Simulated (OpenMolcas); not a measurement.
# Te4+: effect of the level shift or regulariser

| Property | Result |
| --- | --- |
| Program | OpenMolcas |
| Basis | ANO-RCC-VTZP [7s6p4d2f1g] |
| Scalar Hamiltonian | DKH2, point nucleus |
| Active space | 2 electrons in 4 orbitals (5s 5p) |
| State averaging | 2S+1 = 3 even, 3 roots; 2S+1 = 1 even, 7 roots; 2S+1 = 3 odd, 3 roots; 2S+1 = 1 odd, 3 roots |
| Spin-orbit coupling | RASSI with atomic mean-field integrals over the reference wave functions, term energies averaged over their components |

Methods on the same reference wave functions:
A. CASSCF
B. MS-CASPT2, IPEA 0.25 Eh, imaginary shift 0.1 Eh (closed shells correlated: 4d)
C. MS-CASPT2, IPEA 0.25 Eh, real shift 0.2 Eh (closed shells correlated: 4d)

Energies in cm-1 above 5s2 1S0, the measured ground level; measured values from Moore, Atomic Energy Levels, vol. III, NSRDS-NBS 35 (1971 reprint of NBS Circular 467, 1958).

```
      Level       A       B       C  Measured
    5s2 1S0     0.0     0.0     0.0       0.0
5s 5p 3P* 0   70175   75150   75090          
5s 5p 3P* 1   73072   77870   77810          
5s 5p 3P* 2   80074   85050   84990          
5s 5p 1P* 1  118928  109880  109910    111707
    5p2 3P0  173665  176060  176020    176248
    5p2 3P1  178632  181560  181510    182419
    5p2 1S0  218972  212600  212580
```

Deviations, from unrounded energies. A percentage is the sum of absolute deviations over the sum of measured energies, with the sign that they share, or ± where signs differ.

```
           Against measurement  Levels     A     B     C
mean absolute deviation (cm-1)       3  4500   960   980
      other configurations (%)       3  ±2.9  -0.6  -0.6
```

B, C lie about equally close to measurement and A furthest from it. The largest miss of B in the table is 5s 5p 1P* 1, by -1800 cm-1. The ranking rests on the paired levels alone, and a cruder setting can come out closer through cancelling errors.

Between B and C the level of the table that moves most is 5s 5p 3P* 0, by 56 cm-1 (lowest in C, highest in B). Moves below CASPT2's spread within the term are not significant.

The lowest spin-free term lies below A's lowest term by 0.415 hartree in B, 0.415 hartree in C.

Over all roots computed the reference weight is 0.90 to 0.95 in B; the roots of lowest weight are the least certain, and an intruder state may touch them. The ¹D term of p² mixes with s d, which this space lacks. Computed and measured levels are paired by configuration, term and J; levels that our copy of the source lacks, or whose pairing is in doubt (as where it misses far off the trend of its configuration), stay unpaired and out of the deviations. Levels of configurations outside the active space are missing. The table leaves out levels that lie high or whose names do not pair safely across all columns.

* marks odd parity.
